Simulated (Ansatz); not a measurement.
Consider the redistribution: `O[SiH2]O[SiH2][SiH3]` + `O[SiH](F)F` → `O[SiH2]O[SiH2]F` + `O[SiH](F)[SiH3]`.

Calculated with Ansatz (gas phase, PBE0-D4/def2-TZVP geometries, no zero-point term in ΔE). CCSD(T)/CBS is the MP2 limit (def2-TZVPP, def2-QZVPP) plus CCSD(T) − MP2 in def2-TZVPP, frozen cores. Functionals use def2-TZVPP. B3LYP here is the variant with VWN-RPA as its local correlation; programs differ in this. Each species was taken in one conformer, which may not be the lowest.

```tsv
level	ΔE (kcal/mol)	difference from CCSD(T)/CBS
PBE-D4	3.7	0.1
B3LYP-D4	3.4	-0.2
ωB97M-V	3.5	-0.1
r2SCAN	3.9	0.3
PBE0	3.4	-0.2
B3LYP	2.4	-1.2
HF/def2-TZVPP	2.6	-1.0
MP2/def2-TZVPP	3.8	0.2
CCSD/def2-TZVPP	3.7	0.1
CCSD(T)/def2-TZVPP	3.9	0.3
HF/def2-QZVPP	2.5	-1.1
MP2/def2-QZVPP	3.6	0.0
SCS-MP2/def2-QZVPP	3.1	-0.5
HF/CBS(def2)	2.5	-1.1
MP2/CBS(def2)	3.4	-0.2
CCSD/CBS(def2)	3.4	-0.2
CCSD(T)/CBS	3.6	0
```

Largest T1 diagnostic among the species: 0.013.

The D4 term adds +1.1 kcal/mol with B3LYP and +0.6 kcal/mol with PBE0; it sums over pairs of atoms, weighted by their polarisabilities, and B3LYP, whose exchange is more repulsive, gets the larger term. In def2-TZVPP, CCSD(T) changes the Hartree–Fock value by +1.3 kcal/mol (the triples alone add +0.2 kcal/mol) and MP2 by +1.2 kcal/mol.
